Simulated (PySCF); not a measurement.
Point-charge models of `CC1=C[P@](=O)(C2CC2)CC1` against its computed dipole.

Coordinates (GFN2-xTB, Å) and charges (e) from the PBE0/pcSseg-1 density (PySCF):

```
atom       x       y       z  Mulliken      IAO  Hirshfeld  ESP-fitted
  C1   3.210   0.689   0.501   -0.1304  -0.4296    -0.1130     -0.6242
  C2   1.874   0.197   0.060   -0.3488  +0.0548    +0.0300     +0.3437
  C3   0.958   0.912  -0.587   -0.2924  -0.4675    -0.1188     -0.6460
  P4  -0.527  -0.059  -0.940   +1.0119  +1.5219    +0.4240     +0.9597
  O5  -1.111   0.012  -2.283   -0.6034  -0.9217    -0.4008     -0.6291
  C6  -1.713   0.318   0.393   -0.4667  -0.4148    -0.0970     -0.3137
  C7  -2.785   1.308   0.045   -0.1841  -0.2819    -0.0846     -0.2921
  C8  -3.125  -0.137   0.163   -0.1861  -0.2850    -0.0854     -0.2505
  C9   0.313  -1.635  -0.476   -0.4353  -0.5218    -0.1151     -0.4863
 C10   1.500  -1.226   0.395   -0.1330  -0.2686    -0.0687     +0.0281
 H11   3.312   0.580   1.580   +0.1267  +0.1537    +0.0500     +0.1593
 H12   3.350   1.733   0.237   +0.1204  +0.1529    +0.0501     +0.1874
 H13   3.999   0.099   0.036   +0.1325  +0.1555    +0.0511     +0.1776
 H14   1.078   1.940  -0.887   +0.0926  +0.1626    +0.0525     +0.2492
 H15  -1.318   0.309   1.400   +0.1432  +0.1544    +0.0447     +0.1753
 H16  -3.119   1.993   0.811   +0.1304  +0.1508    +0.0494     +0.1513
 H17  -2.757   1.729  -0.950   +0.1519  +0.1629    +0.0484     +0.1618
 H18  -3.698  -0.474   1.014   +0.1305  +0.1503    +0.0489     +0.1424
 H19  -3.326  -0.674  -0.753   +0.1495  +0.1613    +0.0486     +0.1369
 H20  -0.354  -2.344   0.014   +0.1479  +0.1551    +0.0463     +0.1336
 H21   0.649  -2.078  -1.417   +0.1673  +0.1651    +0.0506     +0.1564
 H22   2.354  -1.891   0.249   +0.1323  +0.1434    +0.0450     +0.0497
 H23   1.231  -1.274   1.454   +0.1430  +0.1464    +0.0440     +0.0295
```

Question: Form Σ q r in debye for every column and set it beside the full dipole.

Answer: The full density gives (2.17, -0.38, 4.16) D, 4.70 D in size; dipole vectors point from the negative to the positive end.

| scheme | μx | μy | μz | size (D) | share of the full size (%) | angle to the full dipole (°) |
| --- | --- | --- | --- | --- | --- | --- |
| Mulliken | 1.66 | -1.10 | 3.76 | 4.26 | 91 | 11 |
| IAO | 2.36 | -0.58 | 4.94 | 5.51 | 117 | 2 |
| Hirshfeld | 1.99 | -0.29 | 2.99 | 3.60 | 77 | 6 |
| ESP-fitted | 2.16 | -0.38 | 4.13 | 4.67 | 99 | 0 |

Question: Which set comes closest?

Answer: Length of the difference vector: ESP-fitted 0.03 D, IAO 0.83 D, Mulliken 0.96 D, Hirshfeld 1.18 D. Closest: ESP-fitted. 

Question: What is left for the Hirshfeld atoms' own dipoles?

Answer: The Hirshfeld atoms' densities add up to the full density, so μ = Σ q r + Σ (atomic dipoles). The atomic dipoles sum to (2.17, -0.38, 4.16) − (1.99, -0.29, 2.99) = (0.18, -0.09, 1.17) D, 1.18 D in size.

Question: With the origin at the mean of the coordinates, (0.000, 0.001, 0.003) Å, which are the largest single terms, by size, of the IAO dipole along the direction of the full one?

Answer: O5 +11.21, P4 -7.82, C1 -3.85, H11 +2.12, C7 +1.83 D; all 23 atoms together +5.50 D. The single terms depend on the origin, their sum doesn't.

Question: Give the size of the full dipole in other units.

Answer: 4.70 D = 1.850 au = 0.979 e·Å = 15.69 × 10⁻³⁰ C·m.

Geometry: GFN2-xTB, one conformer, isolated molecule.
